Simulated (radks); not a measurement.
Spherical quantum dot in the effective-mass picture: electrons in a hard-walled sphere of radius 2.16, with a point charge +1 (a donor) at the centre, all in effective atomic units (hartree* = m*/eps^2 hartree, bohr* = eps/m* bohr), one dielectric constant everywhere. Calculated with a radial shooting solver with Libxc functionals: non-relativistic Kohn-Sham, LDA (Slater exchange, Perdew-Wang correlation), spin-polarised, spherical densities. Levels are named by radial order and angular momentum (1s, 1p, 1d, 2s, ...), and open shells are averaged over m. Each electron was tried in the lowest free levels, single moves between levels near the top were tried too, and the lowest total energy was kept; such a search can miss a lower state. At N = 1 the Hartree and exchange-correlation terms need not cancel, so that row can carry a self-interaction error.

| N | open shells | 2S | E (hartree*) | mu = E(N) - E(N-1) (hartree*) | addition energy mu(N+1) - mu(N) (hartree*) | rms radius (bohr*) |
|---|---|---|---|---|---|---|
| 1 | 1s(up 1, down 0) | 1 | -0.169742 | -0.16974 | 0.8879 | 1.005 |
| 2 | none | 0 | 0.548418 | 0.71816 | 1.950 | 1.057 |
| 3 | 1p(up 1, down 0) | 1 | 3.21625 | 2.6678 | 0.5980 | 1.167 |
| 4 | 1p(up 2, down 0) | 2 | 6.48209 | 3.2658 | 0.6154 | 1.224 |
| 5 | 1p(up 3, down 0) | 3 | 10.3634 | 3.8813 | 0.7952 | 1.261 |
| 6 | 1p(up 3, down 1) | 2 | 15.0398 | 4.6764 | 0.5863 | 1.289 |
| 7 | 1p(up 3, down 2) | 1 | 20.3025 | 5.2627 | 0.6001 | 1.311 |
| 8 | none | 0 | 26.1653 | 5.8628 | 1.866 | 1.329 |
| 9 | 1d(up 1, down 0) | 1 | 33.8943 | 7.7290 | 0.5734 | 1.354 |
| 10 | 1d(up 2, down 0) | 2 | 42.1967 | 8.3024 | 0.5770 | 1.374 |
| 11 | 1d(up 3, down 0) | 3 | 51.0760 | 8.8793 | 0.5790 | 1.390 |
| 12 | 1d(up 4, down 0) | 4 | 60.5344 | 9.4584 | 0.5802 | 1.405 |
| 13 | 1d(up 5, down 0) | 5 | 70.5729 | 10.039 | 0.7442 | 1.418 |
| 14 | 1d(up 5, down 1) | 4 | 81.3557 | 10.783 | 0.5652 | 1.429 |
| 15 | 1d(up 5, down 2) | 3 | 92.7036 | 11.348 | 0.5686 | 1.440 |
| 16 | 1d(up 5, down 3) | 2 | 104.620 | 11.917 | 0.5707 | 1.449 |
| 17 | 1d(up 5, down 4) | 1 | 117.107 | 12.487 | 0.5720 | 1.457 |
| 18 | none | 0 | 130.167 | 13.059 | 1.372 | 1.465 |
| 19 | 2s(up 1, down 0) | 1 | 144.597 | 14.431 | 0.9041 | 1.460 |
| 20 | none | 0 | 159.932 | 15.335 | 0.9551 | 1.454 |
| 21 | 1f(up 1, down 0) | 1 | 176.222 | 16.290 | 0.5566 | 1.464 |
| 22 | 1f(up 2, down 0) | 2 | 193.069 | 16.847 | 0.5574 | 1.472 |
| 23 | 1f(up 3, down 0) | 3 | 210.473 | 17.404 | 0.5579 | 1.480 |
| 24 | 1f(up 4, down 0) | 4 | 228.435 | 17.962 | 0.5583 | 1.488 |
| 25 | 1f(up 5, down 0) | 5 | 246.955 | 18.520 | 0.5586 | 1.495 |
| 26 | 1f(up 6, down 0) | 6 | 266.034 | 19.079 | 0.5587 | 1.501 |
| 27 | 1f(up 7, down 0) | 7 | 285.672 | 19.638 | 0.7083 | 1.507 |
| 28 | 1f(up 7, down 1) | 6 | 306.017 | 20.346 | 0.5512 | 1.513 |
| 29 | 1f(up 7, down 2) | 5 | 326.914 | 20.897 | 0.5520 | 1.518 |
| 30 | 1f(up 7, down 3) | 4 | 348.364 | 21.449 | 0.5527 | 1.524 |
| 31 | 1f(up 7, down 4) | 3 | 370.365 | 22.002 | - | 1.529 |

All shells are closed at N = 2, 8, 18, 20 (there: 1s2 1p6 1d10 2s2); the second difference of the energy has clear peaks (12 % above both neighbours; the first and last values, which can be the largest, are not judged, and half-filled shells can peak too) at N = 2, 5, 8, 13, 18, 27.
